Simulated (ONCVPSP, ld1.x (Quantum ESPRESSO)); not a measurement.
# Pseudopotentials across the periodic table

Generated with ld1.x 7.5 (TM, RRKJ, ultrasoft, PAW), atompaw 4.2 or ONCVPSP 4.0.1. The cutoff is in Ry: for ld1.x and atompaw files where the sum of valence levels is converged to 10 mRy in a Bessel basis, for ONCV files where the hardest occupied wave has 1 mHa per electron of residual kinetic energy. The error is the largest all-electron minus pseudo excitation energy over each file’s own four to seven test configurations (ionisations up to +4, promotions, holes and added fractions of an electron), all of which were solved. The labels leave out finer settings (local radius, basis sizes, second energies), which also bear on the numbers. Spin-polarised tests are not counted. The rows are a selection from randomly drawn settings: files with unsolved tests, undetermined cutoffs or missed reference levels are left out.

A true bound ghost makes a file unfit for plane-wave use even where its test errors are small: the radial tests pick states by their node count and pass the ghost by.

```tsv
element	potential	cutoff (Ry)	largest error (meV)	bound ghosts
Ar	ONCV, LDA (Perdew-Zunger), scalar-relativistic, rc 1.10/1.25 (sp), local smoothed, core correction yes, reference 3s2 3p6, qcut 6.4/6.2, projectors 1/2	38	+70	none
Ge	ONCV, PBEsol, scalar-relativistic, rc 1.90/2.20/0.70 (spd), local smoothed, core correction yes, reference 3d10 4s2 4p2, qcut 4/4.2/22.6, projectors 2/2/2	420	-80	s, p
As	ONCV, PBE, scalar-relativistic, rc 1.35/1.55 (sp), local s, core correction yes, reference 4s1 4p4, qcut 4.2/5.9, projectors 0/2	33	-14	none
In	ONCV, PBEsol, scalar-relativistic, rc 2.35/1.25/1.55 (spd), local smoothed, core correction no, reference 4p6 4d10 5s2 5p0.5, qcut 3.1/8.9/11.7, projectors 3/2/2	80	-127	none
Te	ONCV, PBE, scalar-relativistic, rc 1.20/1.60/1.20 (spd), local d, core correction yes, reference 4s2 4p6 4d10 5s2 5p4, qcut 9.1/9.2/12.6, projectors 2/2/0	106	-15	none
Te	PAW, PBE, scalar-relativistic, rc 2.05/2.05/0.85 (spd), local smoothed, core correction yes, reference 4d10 5s2 5p3	160	-99	none
```

(1) Fill in the row for Sc: ONCV, revPBE, scalar-relativistic, rc 3.30/2.10/2.15 (spd), local smoothed, core correction yes, reference 3p6 3d1 4s1 4p1, qcut 1.6/8.1/7.3, projectors 2/3/3.

(2) Fill in the row for Rh: ONCV, PBE, scalar-relativistic, rc 1.30/1.05/1.65 (spd), local smoothed, core correction yes, reference 4s2 4p6 4d7, qcut 9.3/7.7/10.8, projectors 2/2/3.

Answers

(1) cutoff 42 Ry, largest error +124 meV, bound ghosts: none.

(2) cutoff 196 Ry, largest error -32 meV, bound ghosts: none.
